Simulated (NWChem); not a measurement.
# Ionisation of borazine (H$_{6}$B$_{3}$N$_{3}$)

```
N
H 1 1.0204
B 1 1.4360 2 118.54
N 3 1.4359 1 117.08 2 180.00
H 4 1.0204 3 118.54 1 180.00
B 4 1.4359 5 118.54 3 180.00
N 6 1.4359 4 117.08 5 180.00
H 7 1.0204 6 118.54 4 180.00
B 7 1.4359 8 118.54 6 180.00
H 6 1.2171 4 121.46 5 0.00
H 3 1.2171 4 121.46 5 0.00
H 9 1.2171 7 121.46 8 0.00
```
Charge 0, spin multiplicity 1.

Program: NWChem. All single points use one geometry, from PBE/def2-SVP, held to C2v symmetry and with no frequency check, so it may be a saddle point. It is one conformer; others weren't searched.

Basis set: def2-SVP. −ε marks an orbital energy of the parent.

B3LYP has NWChem's definition, with VWN1-RPA local correlation.

Q: One of these methods gave a first vertical ionisation energy of 11.08 eV. Which?
(A) −ε(HOMO) of B3LYP
(B) −ε(HOMO) of HF
(C) −ε(HOMO) of BHandHLYP
(D) −ε(HOMO) of PBE0

A: B, −ε(HOMO) of HF. The others give 9.13 (−ε(HOMO) of BHandHLYP), 8.01 (−ε(HOMO) of PBE0), 7.71 (−ε(HOMO) of B3LYP).
